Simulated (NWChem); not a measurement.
The numbers come from NWChem runs, not from measurements. System: H$_{3}$AlO, charge 1, spin multiplicity 2, at the geometry of a parent with another charge or spin, in a state set for the comparison that need not be this species' ground state. Its SCF solution wasn't tested for a lower state. Level: UMP2/cc-pVQZ, 6 core orbitals frozen.

The NWChem input:

```
start mol
memory heap 200 mb stack 900 mb global 1100 mb
charge 1
geometry units angstroms nocenter noautoz
  Al     0.037603    -0.600723     0.000000
  H      1.491739    -1.241690     0.000000
  H     -1.306011    -1.433145     0.000000
  O     -0.153151     1.092640     0.000000
  H      0.550646     1.743115     0.000000
  symmetry group Cs
end
basis spherical
  * library cc-pvqz
end
scf
  uhf
  nopen 1
  maxiter 100
  thresh 1e-7
  semidirect memsize 60000000 filesize 0
  # guess.movecs holds the orbitals of an unrestricted PBE0 run
  vectors input guess.movecs output mol.movecs
end
mp2
  freeze core 6
end
task mp2 energy
```

Part of the output:

```
             Northwest Computational Chemistry Package (NWChem) 7.3.0
             --------------------------------------------------------

                                NWChem Input Module
                                -------------------

 Scaling coordinates for geometry "geometry" by  1.889725989
 (inverse scale =  0.529177249)

 Turning off AUTOSYM since
 SYMMETRY directive was detected!

                             Geometry "geometry" -> ""
                             -------------------------

 Output coordinates in angstroms (scale by  1.889725989 to convert to a.u.)

  No.       Tag          Charge          X              Y              Z
 ---- ---------------- ---------- -------------- -------------- --------------
    1 Al                  13.0000     0.03760300    -0.60072300     0.00000000
    2 H                    1.0000     1.49173900    -1.24169000     0.00000000
    3 H                    1.0000    -1.30601100    -1.43314500     0.00000000
    4 O                    8.0000    -0.15315100     1.09264000     0.00000000
    5 H                    1.0000     0.55064600     1.74311500     0.00000000

 Effective nuclear repulsion energy (a.u.)      51.7705728686

            Nuclear Dipole moment (a.u.)
            ----------------------------
        X                 Y               Z
 ---------------- ---------------- ----------------
     0.0000094486     0.0000018897     0.0000000000

      Symmetry information
      --------------------

 Group name             Cs
 Group number              2
 Group order               2
 No. of unique centers     5

      Symmetry unique atoms

     1    2    3    4    5


 Summary of "ao basis" -> "" (spherical)
 ------------------------------------------------------------------------------
       Tag                 Description            Shells   Functions and Types
 ---------------- ------------------------------  ------  ---------------------
 *                          cc-pvqz                   on all atoms

 Summary of "ao basis" -> "ao basis" (spherical)
 ------------------------------------------------------------------------------
       Tag                 Description            Shells   Functions and Types
 ---------------- ------------------------------  ------  ---------------------
 Al                         cc-pvqz                 17       59   6s5p3d2f1g
 H                          cc-pvqz                 10       30   4s3p2d1f
 O                          cc-pvqz                 15       55   5s4p3d2f1g

                                 NWChem SCF Module
                                 -----------------

  ao basis        = "ao basis"
  functions       =   204
  atoms           =     5
  alpha electrons =    12
  beta  electrons =    11
  charge          =   1.00
  wavefunction    = UHF
  use symmetry    = T
  symmetry adapt  = T

 Summary of "ao basis" -> "ao basis" (spherical)
 ------------------------------------------------------------------------------
       Tag                 Description            Shells   Functions and Types
 ---------------- ------------------------------  ------  ---------------------
 Al                         cc-pvqz                 17       59   6s5p3d2f1g
 H                          cc-pvqz                 10       30   4s3p2d1f
 O                          cc-pvqz                 15       55   5s4p3d2f1g

      Symmetry analysis of basis
      --------------------------

        a'        133
        a"         71

 Forming initial guess at       0.2s

   Symmetry analysis of molecular orbitals - initial alpha
   -------------------------------------------------------

  Numbering of irreducible representations:

     1 a'          2 a"

  Orbital symmetries:

     1 a'          2 a'          3 a'          4 a"          5 a'
     6 a'          7 a'          8 a'          9 a'         10 a'
    11 a'         12 a"         13 a"         14 a'         15 a'
    16 a'         17 a'         18 a"         19 a'         20 a'
    21 a"         22 a"

   Symmetry analysis of molecular orbitals - initial beta
   ------------------------------------------------------

  Numbering of irreducible representations:

     1 a'          2 a"

  Orbital symmetries:

     1 a'          2 a'          3 a'          4 a"          5 a'
     6 a'          7 a'          8 a'          9 a'         10 a"
    11 a'         12 a'         13 a"         14 a'         15 a'
    16 a'         17 a'         18 a'         19 a"         20 a'
    21 a"         22 a"

 Starting SCF solution at       0.2s

 ----------------------------------------------
         Quadratically convergent UHF

 Convergence threshold     :          1.000E-07
 Maximum no. of iterations :          100
 Integral*density screening:          1.000E-09
 ----------------------------------------------

              iter       energy          gnorm     gmax       time
             ----- ------------------- --------- --------- --------
                 1     -318.2070052782  5.81D-01  9.97D-02     10.1
                 2     -318.2260580216  5.12D-02  2.02D-02     22.3
  ga_iter_lsolve: convergence stagnant ... aborting solve

 Disabled NR: increased maxiter to 110

                 3     -318.2280421657  1.01D-01  1.78D-02     42.7
                 4     -318.2298491744  3.98D-02  8.89D-03     47.2
                 5     -318.2305289238  4.27D-02  1.13D-02     55.9
                 6     -318.2309263973  1.79D-02  8.15D-03     60.2
                 7     -318.2312241982  1.70D-02  3.51D-03     69.2
                 8     -318.2313342751  1.81D-02  3.11D-03     78.1
[...]
   Bfn.  Coefficient  Atom+Function         Bfn.  Coefficient  Atom+Function
  ----- ------------  ---------------      ----- ------------  ---------------
    16      0.243492  1 Al px                62      0.208801  2 H  s
    92     -0.205902  3 H  s                 13      0.170790  1 Al px
    63      0.151250  2 H  s

 Vector   13  Occ=0.000000D+00  E=-1.711423D-01  Symmetry=a"
              MO Center=  1.1D-01, -9.6D-01, -3.7D-15, r^2= 4.4D+00
   Bfn.  Coefficient  Atom+Function         Bfn.  Coefficient  Atom+Function
  ----- ------------  ---------------      ----- ------------  ---------------
    18      0.479022  1 Al pz                21      0.438057  1 Al pz
    15      0.191333  1 Al pz                23     -0.170523  1 Al d -1
    12      0.150832  1 Al pz

 Vector   14  Occ=0.000000D+00  E=-1.079336D-01  Symmetry=a'
              MO Center=  3.1D-01, -5.9D-01,  5.3D-14, r^2= 7.2D+00
   Bfn.  Coefficient  Atom+Function         Bfn.  Coefficient  Atom+Function
  ----- ------------  ---------------      ----- ------------  ---------------
     5      0.836575  1 Al s                 20     -0.826224  1 Al py
     6     -0.494960  1 Al s                124     -0.418388  4 O  s
    26     -0.318092  1 Al d  2               4     -0.310552  1 Al s
    17      0.273062  1 Al py               135      0.218343  4 O  py
   123      0.190743  4 O  s                 29     -0.176089  1 Al d  0

------------------------------------------------------------
EAF file 0: "./mol.aoints.0" size=524288 bytes
------------------------------------------------------------
               write      read    awrite     aread      wait
               -----      ----    ------     -----      ----
     calls:        1        68         0         0         0
   data(b): 5.24e+05  3.57e+07  0.00e+00  0.00e+00
   time(s): 0.00e+00  0.00e+00  0.00e+00  0.00e+00  0.00e+00
rate(mb/s): 0.00e+00  0.00e+00
------------------------------------------------------------

 center of mass
 --------------
 x =  -0.02846563 y =   0.01352537 z =   0.00000000

 moments of inertia (a.u.)
 ------------------
         126.830634166707           8.192625932245           0.000000000000
           8.192625932245          16.677482703347           0.000000000000
           0.000000000000           0.000000000000         143.508116870054

  Mulliken analysis of the total density
  --------------------------------------

    Atom       Charge   Shell Charges
 -----------   ------   -------------------------------------------------------
    1 Al  13    11.95   2.00  1.96 -0.00  0.35  0.54  0.05  5.97 -0.00  0.44  0.32  0.01  0.04  0.12  0.08  0.03  0.03  0.01
    2 H    1     0.88   0.05  0.24  0.49  0.09  0.00  0.00  0.01  0.00  0.00  0.00
    3 H    1     0.90   0.05  0.24  0.50  0.10  0.00  0.00  0.01  0.00  0.00  0.00
    4 O    8     8.54   1.98 -0.02  0.39  0.98  0.45  0.46  1.38  2.05  0.85  0.00  0.00  0.01  0.00  0.00  0.00
    5 H    1     0.72   0.06  0.27  0.28  0.02  0.01  0.03  0.05  0.00  0.01  0.00

  Mulliken analysis of the alpha density
  --------------------------------------

    Atom       Charge   Shell Charges
 -----------   ------   -------------------------------------------------------
    1 Al  13     5.91   1.00  0.98  0.00  0.15  0.18  0.01  2.99 -0.01  0.25  0.17  0.00  0.02  0.07  0.05  0.01  0.02  0.01
    2 H    1     0.73   0.04  0.21  0.41  0.06  0.00  0.00  0.01  0.00  0.00  0.00
    3 H    1     0.71   0.04  0.20  0.40  0.06  0.00  0.00  0.01  0.00  0.00  0.00
    4 O    8     4.29   0.99 -0.01  0.19  0.49  0.23  0.23  0.69  1.03  0.42  0.00  0.00  0.01  0.00  0.00  0.00
    5 H    1     0.36   0.03  0.13  0.14  0.01  0.00  0.02  0.03  0.00  0.00  0.00

   Mulliken analysis of the beta density
   -------------------------------------

    Atom       Charge   Shell Charges
 -----------   ------   -------------------------------------------------------
    1 Al  13     6.04   1.00  0.98 -0.00  0.19  0.37  0.05  2.98  0.00  0.19  0.15  0.01  0.02  0.04  0.03  0.01  0.01  0.00
    2 H    1     0.16   0.01  0.03  0.08  0.03  0.00  0.00  0.01  0.00  0.00 -0.00
    3 H    1     0.19   0.01  0.04  0.10  0.03  0.00  0.00  0.01  0.00  0.00  0.00
    4 O    8     4.25   0.99 -0.01  0.19  0.49  0.23  0.23  0.68  1.02  0.42  0.00  0.00  0.01  0.00  0.00  0.00
    5 H    1     0.36   0.03  0.13  0.14  0.01  0.00  0.02  0.03  0.00  0.00  0.00

   Mulliken analysis of the spin density
   -------------------------------------

    Atom       Charge   Shell Charges
 -----------   ------   -------------------------------------------------------
    1 Al  13    -0.12   0.00 -0.00  0.01 -0.04 -0.19 -0.04  0.01 -0.01  0.06  0.02 -0.00  0.01  0.03  0.02  0.00  0.01  0.00
    2 H    1     0.57   0.03  0.17  0.32  0.04  0.00  0.00  0.00  0.00  0.00  0.00
    3 H    1     0.52   0.03  0.16  0.30  0.03  0.00  0.00  0.00  0.00  0.00  0.00
    4 O    8     0.03  -0.00  0.00  0.00  0.00  0.00  0.00  0.01  0.01 -0.00 -0.00 -0.00 -0.00 -0.00  0.00  0.00
    5 H    1    -0.00   0.00  0.00 -0.00 -0.00  0.00  0.00 -0.00  0.00 -0.00  0.00

       Multipole analysis of the density wrt the origin
       ------------------------------------------------

     L   x y z        total         alpha         beta         nuclear
     -   - - -        -----         -----         ----         -------
     0   0 0 0      1.000000    -12.000000    -11.000000     24.000000

     1   1 0 0      0.756911      0.235735      0.521166      0.000009
     1   0 1 0     -1.740811      0.237264     -1.978077      0.000002
     1   0 0 1      0.000000      0.000000     -0.000000      0.000000

     2   2 0 0     -8.565306    -16.394947     -8.026543     15.856185
     2   1 1 0      1.825596      2.217096      1.940773     -2.332273
     2   1 0 1      0.000000     -0.000000      0.000000      0.000000
     2   0 2 0     -7.541190    -43.993570    -38.098343     74.550722
     2   0 1 1     -0.000000     -0.000000     -0.000000      0.000000
     2   0 0 2    -10.733558     -5.454723     -5.278835      0.000000

                   NWChem MP2 Semi-direct Energy/Gradient Module
                   ---------------------------------------------

  Basis functions       =    204
  Molecular orbitals    =    204
  Frozen core           =      6
  Frozen virtuals       =      0
  Active alpha occupied =      6
  Active beta occupied  =      5
  Active alpha virtual  =    192
  Active beta virtual   =    193
  Use MO symmetry       = T
  Use skeleton AO sym   = T

  AO/Fock/Back tols     =   1.0D-09  1.0D-09  1.0D-09

 GA uses MA = F    GA memory limited = T

 Available:
  local mem=  1.26D+08
 global mem=  1.44D+08
 local disk=  0.00D+00
  mp2_memr nvloc                   192
  nvloc new                   192
   1 passes of   6:        7340032                     180074                  78230845.
   1 passes of   6: M    126148228           G      144095968           F     118808196.

 Semi-direct pass number   1 of   1  for UHF alpha       at      306.3s
  vrange nnbf                 19955
  mp2_eaftype                   298  avail_ma_in_mb                  1099
 EAF : mp2_eaftype filesize         298   39115422.
  mp2_eaf for mointskh                    298
Node 0 wrote    183.9 Mb in      0.1 s     Agg I/O rate:  2913.0 Mb/s
 Done moints_semi at      328.7s
  mp2_eaftype                   298  avail_ma_in_mb                   801
 EAF : mp2_eaftype filesize         298   39115422.
  mp2_eaf for kh                   298
 Done maket at      329.1s
 Done multipass loop at      329.1s

 GA uses MA = F    GA memory limited = T

 Available:
  local mem=  1.26D+08
 global mem=  1.44D+08
 local disk=  0.00D+00
  mp2_memr nvloc                   193
  nvloc new                   193
   1 passes of   5:        7340032                     164624                  65543456.
   1 passes of   5: M    126148228           G      144095968           F     118808196.

 Semi-direct pass number   1 of   1  for UHF beta        at      329.2s
  vrange nnbf                 19955
  mp2_eaftype                   250  avail_ma_in_mb                  1099
 EAF : mp2_eaftype filesize         250   32771728.
  mp2_eaf for mointskh                    250
Node 0 wrote    154.1 Mb in      0.2 s     Agg I/O rate:  1022.7 Mb/s
 Done moints_semi at      351.3s
  mp2_eaftype                   250  avail_ma_in_mb                   849
 EAF : mp2_eaftype filesize         250   32771728.
  mp2_eaf for kh                   250
 Done maket at      351.6s
 Done multipass loop at      351.6s

          -------------------------------------------
          SCF energy                -318.231467265642
          Correlation energy          -0.332203102865
          Singlet pairs                0.000000000000
          Triplet pairs                0.000000000000
          Total MP2 energy          -318.563670368508
          -------------------------------------------

          ---------------------------------------------------
                    Spin Component Scaled (SCS) MP2
          Same spin pairs                     -0.075308725652
          Same spin scaling factor             0.333333333333
          Opposite spin pairs                 -0.256894377213
          Opposite spin scaling fact.          1.200000000000
          SCS-MP2 correlation energy          -0.333376161206
          Total SCS-MP2 energy              -318.564843426849
          ---------------------------------------------------

 -----------------------
 Performance information
 -----------------------

 Timer overhead =  9.61D-08 seconds/call

               Nr. of calls         CPU time (s)                 Wall time (s)                GFlops
             ---------------    -------------------     ------------------------------   -------------------
Name         Min   Avg   Max    Min     Avg     Max     Min     Avg     Max   Mx/calls   Min     Max     Sum
mp2: moin     2     2     2    44.     44.     44.      44.     44.     44.     22.      0.0     0.0     0.0
mp2: make     2     2     2   0.65    0.65    0.65     0.65    0.65    0.65    0.33      0.0     0.0     0.0
mp2: tota     1     1     1    45.     45.     45.      45.     45.     45.     45.      0.0     0.0     0.0

 The average no. of pstat calls per process was 5.00D+00
 with a timing overhead of 4.80D-07s

 Task  times  cpu:      351.6s     wall:      351.6s

 Total times  cpu:      351.6s     wall:      351.6s
```
